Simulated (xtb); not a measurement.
H₂ISi, SMILES [SiH2]I (connectivity only; charge and spin as stated), charge +1, multiplicity 1. All values are semi-empirical tight-binding results from xtb (GFN2-xTB unless named), good for trends rather than for accurate numbers. The structure is a stationary point at GFN2-xTB. The spin state was assumed, not searched. The isomer is the one that the SMILES or the coordinates give; other isomers of the formula were not compared.

Optimised geometry:

```xyz
4

Si     0.0000     0.0000    -1.8207
I      0.0000     0.0000     0.5762
H      0.0000    -1.2723    -2.5248
H      0.0000     1.2723    -2.5248
```
Charge +1, spin multiplicity 1.

Computed properties:
The point group as xtb finds it is C2v, the orbital gap is 3.14 eV and the zero-point energy is 9.9 kcal/mol. The G − E(el) at 298.15 K (modified RRHO) is -6.6 kcal/mol and the static polarisability (D4 model) is 65.5 bohr³. The solvation energy, GFN2-xTB/ALPB(water) is -48.9 kcal/mol. The solvation energy, GFN2-xTB/ALPB(ether) is -45.2 kcal/mol.

Computed atomic charges and the Wiberg bond orders between heavy atoms:
charges (e) Si1 0.60, I2 0.18, H3 0.11, H4 0.11. Bond orders Si1–I2 1.62.
